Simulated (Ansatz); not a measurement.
Ansatz (a program for electronic structure) input (X2C-CCSD(T)/cc-pVTZ-DK):

Ansatz 0.2 input:
```yaml
crystal:
  periodic: [false, false, false]
  atoms:
    - {symbol: N, position_ang: [-2.00721241, -0.69087201, -0.30421500]}
    - {symbol: Si, position_ang: [-1.01650904, 0.64555816, 0.26177102]}
    - {symbol: N, position_ang: [0.59243349, 0.32466092, 0.66963320]}
    - {symbol: Si, position_ang: [1.75556406, -0.42753251, -0.54790812]}
    - {symbol: H, position_ang: [-1.67982715, -1.01937411, -1.20736597]}
    - {symbol: H, position_ang: [-1.98158809, -1.49111442, 0.31867784]}
    - {symbol: H, position_ang: [-1.71431294, 1.17834983, 1.47719169]}
    - {symbol: H, position_ang: [-1.17701572, 1.64239367, -0.83408868]}
    - {symbol: H, position_ang: [0.87162069, 0.45412738, 1.63166347]}
    - {symbol: H, position_ang: [3.01809676, 0.39548175, -0.21633812]}
    - {symbol: H, position_ang: [2.21970853, -1.64874566, 0.27825174]}
basis:
  gaussian:
    orbitals: cc-pVTZ-DK
total_charge: -1
magnetization: {spin_polarized: false}
correlation: {method: ccsd_t, electrons: outside_noble_gas}
```

Output:

```
Functional definition: HF
integrals: 1.16 GiB planned
1291 factors; integrals over basis functions are off by at most 1.2e-3 eV
1.24 GiB of device memory are held for the factors and their scratch space
mean field: 1.06 GiB planned
mean field evaluation 1: about -18833.3011 eV, gradient 2.9e1 eV
mean field evaluation 2: about -18833.5437 eV, gradient 2.9e1 eV
mean field evaluation 4: about -18836.0832 eV, gradient 4.1e0 eV
mean field evaluation 8: about -18836.1418 eV, gradient 2.8e-1 eV
mean field evaluation 16: about -18833.3002 eV, gradient 2.9e1 eV
mean field -18836.14225408 eV, -692.2154602418 hartree, gradient 3.5e-6 eV, S^2 0.000000; 0 other end points of the search recorded, 0 dependent functions left out
12 core orbitals not correlated
reference -18836.14225408 eV, -692.2154602418 hartree; 13, 13 occupied and 201, 201 virtual orbitals, 1291 factors
second order -18.94752932 eV of doubles, -0.00000000 eV of singles
coupled cluster: 8.39 GiB planned
cycle   1  -19.61958392 eV  change   -6.7e-1 eV  update   1.0e-1
cycle   2  -20.16818910 eV  change   -5.5e-1 eV  update   3.1e-2
cycle   3  -20.25725398 eV  change   -8.9e-2 eV  update   1.5e-2
cycle   4  -20.24619882 eV  change    1.1e-2 eV  update   3.7e-3
cycle   5  -20.24619855 eV  change    2.7e-7 eV  update   1.8e-3
cycle   6  -20.24623573 eV  change   -3.7e-5 eV  update   5.6e-4
cycle   7  -20.24598401 eV  change    2.5e-4 eV  update   2.3e-4
cycle   8  -20.24603327 eV  change   -4.9e-5 eV  update   7.8e-5
cycle   9  -20.24605953 eV  change   -2.6e-5 eV  update   2.6e-5
perturbative correction -0.79569237 eV, -0.0292411554 hartree
Total energy: -18857.18400599 eV, -692.9887303617 hartree
Relativity: scalar
```

It need not be the lowest isomer of its formula. Whether it binds its extra electron was not tested at this geometry.
